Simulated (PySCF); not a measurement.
## Does the structure fit the spectrum?

A compound C$_{5}$H$_{9}$NOSi gives the data below (simulated from a calculation) and was assigned the structure `N#C[C@@H]1C[SiH2]CCO1`.

¹³C{¹H} NMR (computed): δ 125.8 (C), 70.4 (CH2, 2C), 13.3 (CH2, 2C).

¹H NMR (600 MHz, computed): δ 4.62 (m, 1H), 4.56 (m, 2H), 3.71 (m, 2H), 1.17 (m, 2H), 0.75 (m, 2H).

All values are calculated (PySCF 2.14.0 with density-fitted response routines): GIAO PBE0/pcSseg-1 shieldings, GFN2-xTB geometry. A single conformation, non-relativistic, in vacuum, equivalent nuclei averaged.

Shifts are taken against calculated references (same method and geometry level): TMS for ¹H, ¹³C.

Problem. Compare with the shifts computed for the proposed structure, pairing carbons in order of shift.

Solution. Atom-mapped SMILES (the numbers label the heavy atoms): `[N:1]#[C:2][C@@H:3]1[CH2:4][SiH2:5][CH2:6][CH2:7][O:8]1`. Hydrogens are named by the atom that carries them.

| atom | computed for proposal | given list | difference |
| --- | --- | --- | --- |
| C2 | 123.8 | 125.8 | -2.0 |
| C7 | 71.5 | 70.4 | +1.1 |
| C3 | 67.6 | 70.4 | -2.8 |
| C4 | 17.4 | 13.3 | +4.1 |
| C6 | 10.4 | 13.3 | -2.9 |

The rms difference is 2.8 ppm and the largest +4.1 ppm at C4 (sp3 CH2 bonded to Si). The proposal also would give 5 carbon signals, not 3. The carbon types in order of shift don't match either: C, CH2, CH, CH2, CH2 for the proposal against C, CH2, CH2, CH2, CH2 in the data. The proposal doesn't fit.

Problem. Which isomer fits?

Solution. SMILES C1[SiH](C#N)CCOC1.

- Carbon types of the structure: 1 × C, 4 × CH2, leaving 1 H on heteroatoms.
- δC 125.8: nitrile carbon; typical of a nitrile.
- δC 70.4: sp3 CH2 bonded to O; deshielded by the electronegative neighbour.
- δC 13.3: sp3 CH2 bonded to Si.
- δH 4.56, 3.71: hydrogen on an sp3 CH2 bonded to O; its carbon carries O, which withdraws density.

Other isomers checked: CO[C@@H]1C[C@@]1([SiH3])C#N (rms 8.8 ppm); C/C=C(/C#N)O[SiH2]C (rms 36.3 ppm).

The shifts were computed for this structure.

Shifts are as computed. Against solution values, carbons near 30 ppm lie about +3 ppm off and those near 130 ppm about +5 ppm. Of 1309 compounds with measured shifts, 239 miss one by over three times the rms of a fit or turn the order of signals round; such compounds aren't used in these exercises. No couplings were computed; multiplicities are counted from neighbouring protons, with m where these are inequivalent, close in shift, in a saturated or five-membered ring or joined by F or P, and br s for small geminal =CH2 splittings.
